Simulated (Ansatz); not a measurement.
Two members of one family (AlP nanocrystals, H-capped), computed with Ansatz in the gas phase. The two geometries come from different levels. Binding counts from free atoms in the multiplicity of their measured ground term, without zero-point energy. Sets without diffuse functions give affinities that are too small. A dash marks a value that wasn't run or was left out as unsound. The structures are stationary points that may keep the symmetry of their start. Remarks come from the PBE and PBE0 runs and from stability tests at other levels; not every state was tested. A HOMO above zero means that the electron is unbound at that level and held by the basis, or that self-interaction error raises the level; the energy of removing that electron tells which. HOMO above LUMO (over both spins in singlets and doublets, within one spin in higher multiplets; at PBE or PBE0), or a gap under 0.15 eV within one spin, warns that the state may not be the lowest or that an electron is smeared out.

First: Al8P8H22, cut from wurtzite (singlet, charge 0, r2SCAN-D4/def2-SVP geometry).

```
atom   x (Å)   y (Å)   z (Å)
 Al1   4.383  -0.687  -1.094
  P2   3.514  -2.332   0.525
  P3   2.428   0.749  -1.115
 Al4   0.504  -0.337  -2.039
 Al5   1.338  -2.117   1.553
  P6  -0.147  -1.912  -0.317
  P7  -1.329   1.203  -2.118
 Al8  -3.305   0.242  -3.146
 Al9  -2.362  -1.670   0.566
 P10  -3.734  -1.457  -1.411
Al11   2.145   1.797   1.009
 P12   1.281   0.091   2.450
 P13   0.223   3.230   0.627
Al14  -1.902   2.287  -0.072
Al15  -0.844   0.706   3.478
 P16  -2.264   0.519   1.504
 H17   4.531  -1.453  -2.482
 H18   5.588   0.051  -0.360
 H19   3.573  -3.638  -0.032
 H20   4.453  -2.513   1.577
 H21   2.743   1.799  -2.024
 H22   0.785  -1.066  -3.421
 H23   1.004  -3.301   2.555
 H24  -0.135  -3.191  -0.940
 H25  -0.914   2.241  -3.000
 H26  -2.919  -0.551  -4.472
 H27  -4.517   1.272  -3.055
 H28  -2.836  -2.836   1.530
 H29  -3.798  -2.748  -2.003
 H30  -5.082  -1.365  -0.972
 H31   3.384   2.610   1.574
 H32   2.206   0.067   3.534
 H33   0.602   4.179  -0.360
 H34   0.035   4.108   1.726
 H35  -3.042   3.386  -0.143
 H36  -1.263  -0.391   4.551
 H37  -0.750   2.264   3.830
 H38  -3.579   0.767   1.988
```

```json
{"level": "PBE-D4/def2-SVP", "HOMO (eV)": "-6.34", "LUMO (eV)": "-2.06", "gap (eV)": "4.28", "vertical EA (eV)": "–", "binding per atom (eV)": "2.95"}
{"level": "PBE-D4/def2-TZVP", "HOMO (eV)": "-6.34", "LUMO (eV)": "-2.32", "gap (eV)": "4.02", "vertical EA (eV)": "0.92", "binding per atom (eV)": "2.93"}
{"level": "r2SCAN-D4/def2-TZVP", "HOMO (eV)": "-6.60", "LUMO (eV)": "-2.21", "gap (eV)": "4.40", "vertical EA (eV)": "–", "binding per atom (eV)": "2.95"}
{"level": "PBE0-D4/def2-SVP", "HOMO (eV)": "-7.40", "LUMO (eV)": "-1.36", "gap (eV)": "6.04", "vertical EA (eV)": "–", "binding per atom (eV)": "2.94"}
{"level": "PBE0-D4/def2-TZVP", "HOMO (eV)": "-7.37", "LUMO (eV)": "-1.61", "gap (eV)": "5.76", "vertical EA (eV)": "0.70", "binding per atom (eV)": "2.93"}
```

Remarks: HOMO above zero (-1 doublet), gap within one spin near zero at PBE or PBE0 (-1 doublet).

Second: Al9P9H24, cut from wurtzite (singlet, charge 0, PBE-D4/def2-SVP geometry).

```xyz
42

Al    4.2637    2.2473    0.3215
P     4.2039    0.5754   -1.5044
P     1.9883    1.8708    1.0574
Al    0.3707    2.5625   -0.5598
Al    2.2621   -0.7712   -2.0025
P     0.4905    0.8231   -2.2492
P    -1.8094    2.2712    0.3746
Al   -3.5634    3.0745   -1.0878
Al   -1.5407   -0.3709   -2.6845
P    -3.2225    1.3552   -2.8356
Al    1.6834   -0.2938    2.0238
P     1.6836   -1.7697    0.0976
P    -0.5577   -0.4517    2.8390
Al   -2.3005    0.1260    1.3089
Al   -0.2870   -3.0963   -0.2191
P    -1.9341   -1.3891   -0.5521
Al   -0.9869   -2.5385    3.9892
P    -0.7712   -3.9686    1.9805
H     4.4020    3.6710   -0.4014
H     5.3114    1.6779    1.3916
H     4.5925    1.1782   -2.7423
H     5.2958   -0.3394   -1.3756
H     1.7953    2.7747    2.1547
H     0.6384    4.0001   -1.2024
H     2.4670   -1.7804   -3.2223
H     0.7828    1.4909   -3.4829
H    -1.8274    3.1569    1.5031
H    -3.1483    4.4669   -1.7655
H    -5.0089    2.7757   -0.4638
H    -1.5122   -1.3616   -3.9360
H    -3.0383    1.9743   -4.1125
H    -4.4529    0.6810   -3.1170
H     2.8092   -0.7243    3.0723
H     2.7234   -2.7275    0.3343
H    -0.6339    0.5580    3.8539
H    -3.7802   -0.0296    1.8882
H    -0.2004   -4.2134   -1.3563
H    -3.1623   -2.1087   -0.7226
H     0.2458   -2.9328    4.9353
H    -2.5245   -2.6422    4.4284
H     0.1843   -5.0085    2.2104
H    -1.9312   -4.7931    1.8311
```

**Question.** What does the change do? Estimate second minus first.

**Answer.** 
| level | Δ HOMO (eV) | Δ LUMO (eV) | Δ gap (eV) | Δ vertical EA (eV) | Δ binding per atom (eV) |
| --- | --- | --- | --- | --- | --- |
| PBE-D4/def2-SVP | 0.08 | -0.08 | -0.16 | – | 0.02 |
| PBE-D4/def2-TZVP | 0.07 | -0.10 | -0.17 | 0.11 | 0.02 |
| r2SCAN-D4/def2-TZVP | 0.07 | -0.10 | -0.17 | – | 0.02 |
| PBE0-D4/def2-SVP | 0.08 | -0.08 | -0.15 | – | 0.02 |
| PBE0-D4/def2-TZVP | 0.07 | -0.09 | -0.16 | 0.12 | 0.02 |

Remarks: HOMO above zero (-1 doublet), gap within one spin near zero at PBE or PBE0 (-1 doublet).
